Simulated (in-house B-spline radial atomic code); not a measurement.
**Rb III (Rb2+): [Ar] (3d3/2)3 (3d5/2)6 4s2 (4p1/2)1 (4p3/2)4 (4f7/2)1 (an excited or competing configuration)**

Computed with an all-electron radial atomic-structure program (B-spline basis): Dirac-Hartree-Fock, average of the jj configuration, Fermi nucleus of rms radius 4.2036 fm.

Effective charges: Z_r = [3n² - l(l+1)]/(2<r>) from the radius, Z_e = n√(-2ε) from the energy, and Slater's rules. Values are occupation-weighted means over j. An effective charge above Z reflects the relativistic contraction of the inner shells.

```json
{"shell": "1s", "electrons": "2", "ε (eV)": "-15347", "<r> (bohr)": "0.04028", "Z_r": "37.24", "Z_e": "33.59", "Slater": "36.70"}
{"shell": "2s", "electrons": "2", "ε (eV)": "-2160.5", "<r> (bohr)": "0.177", "Z_r": "33.90", "Z_e": "25.20", "Slater": "32.85"}
{"shell": "2p", "electrons": "6", "ε (eV)": "-1915.8", "<r> (bohr)": "0.1549", "Z_r": "32.27", "Z_e": "23.73", "Slater": "32.85"}
{"shell": "3s", "electrons": "2", "ε (eV)": "-386.86", "<r> (bohr)": "0.5027", "Z_r": "26.86", "Z_e": "16.00", "Slater": "25.75"}
{"shell": "3p", "electrons": "6", "ε (eV)": "-305.08", "<r> (bohr)": "0.5099", "Z_r": "24.52", "Z_e": "14.21", "Slater": "25.75"}
{"shell": "3d", "electrons": "9", "ε (eV)": "-172.2", "<r> (bohr)": "0.5088", "Z_r": "20.64", "Z_e": "10.67", "Slater": "16.20"}
{"shell": "4s", "electrons": "2", "ε (eV)": "-72.583", "<r> (bohr)": "1.365", "Z_r": "17.59", "Z_e": "9.24", "Slater": "10.45"}
{"shell": "4p", "electrons": "5", "ε (eV)": "-50.621", "<r> (bohr)": "1.529", "Z_r": "15.04", "Z_e": "7.72", "Slater": "10.45"}
{"shell": "4f", "electrons": "1", "ε (eV)": "-7.8076", "<r> (bohr)": "5.731", "Z_r": "3.14", "Z_e": "3.03", "Slater": "3.00"}
```

The least bound orbital is 4f7/2 at -7.808 eV, and it is also the most diffuse (<r> = 5.731 bohr). The part-filled 3d shell lies below the filled 4s shell in orbital energy.

For the 1s electron the small component carries 1.81 % of the norm, the zero-frequency Breit interaction raises the level by 25.8 eV, self-energy by 13.74 eV, and vacuum polarisation lowers it by 1.455 eV.
